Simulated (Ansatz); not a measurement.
# A barrier at the coupled-cluster level

Start structure (BSiH₄Cl₃O, singlet), relaxed at PBE0-D4/def2-TZVP:

```xyz
10
angstrom
B -1.4288 -0.2117 0.1117
Cl -2.2730 -1.7302 0.6073
Cl -1.3399 0.0611 -1.6927
Cl -1.9675 1.2577 1.0375
H 0.2151 -0.5934 1.4330
O 0.1004 -0.4286 0.4886
Si 1.4122 0.2955 -0.3813
H 2.4939 0.1727 0.6250
H 1.6932 -0.5275 -1.5670
H 1.0946 1.7042 -0.6622
```

The step: BCl₃ ([Cl][B]([Cl])[Cl]) + SiH₄O ([OH][SiH3]) → BSiH₃Cl₂O ([SiH3][O][B]([Cl])[Cl]) + HCl; bonds formed: Cl2–H5; dative contacts that become bonds: B1–O6; bonds broken: B1–Cl2, H5–O6. Program: Ansatz 0.2.0. Basis: def2-TZVPP and def2-QZVPP. Cores are frozen in the correlated methods. Extrapolation: Hartree–Fock as exp(−7.88 √X), correlation as X^−2.97. Energies below are by CCSD(T) at an estimated basis limit (MP2 extrapolated from triple and quadruple zeta, plus CCSD(T) − MP2 in triple zeta).

Q: What are the electronic barrier and the energy of the step, from the start structure to the end structure? (An estimate is asked for; the value comes from the calculation.)

A: By the calculation: Barrier 82.3 kJ/mol; step energy -36.5 kJ/mol (downhill); reverse barrier, their difference, 118.8 kJ/mol. Barrier and step energy count from the start structure, the reverse barrier from the end structure.

The saddle point: One imaginary mode of 1041i cm⁻¹.
```
  pair  start (Å)  saddle (Å)  end (Å)
 B1–O6       1.59        1.46     1.34
Cl2–H5       2.86        1.51     1.29
B1–Cl2       1.81        2.20     4.17
 H5–O6       0.97        1.25     2.06
```

Zero-point energy (harmonic, PBE0-D4): ZPE is 129.4 kJ/mol at the start and 113.8 kJ/mol at the saddle, so the barrier goes from 82.3 to 66.6 kJ/mol.

The T1 diagnostic stays at or below 0.012.

The step is the kind of ligand exchange by which a precursor binds to a hydroxyl group, or is hydrolysed, in atomic layer deposition of oxides.

Labels in which every atom is bracketed show which atoms are joined, not bond orders.

For scale, one of the runs: CCSD(T)/def2-TZVPP, 286 basis functions, launched by `ansatz run in.yaml --threads 8 --pin off --events-out ev --progress --plain --max-ram 19148MiB`. The run took 2.8 min on 8 CPU threads of an Arm Neoverse V2 (shared host), with 7.9 GiB of host memory at its peak.
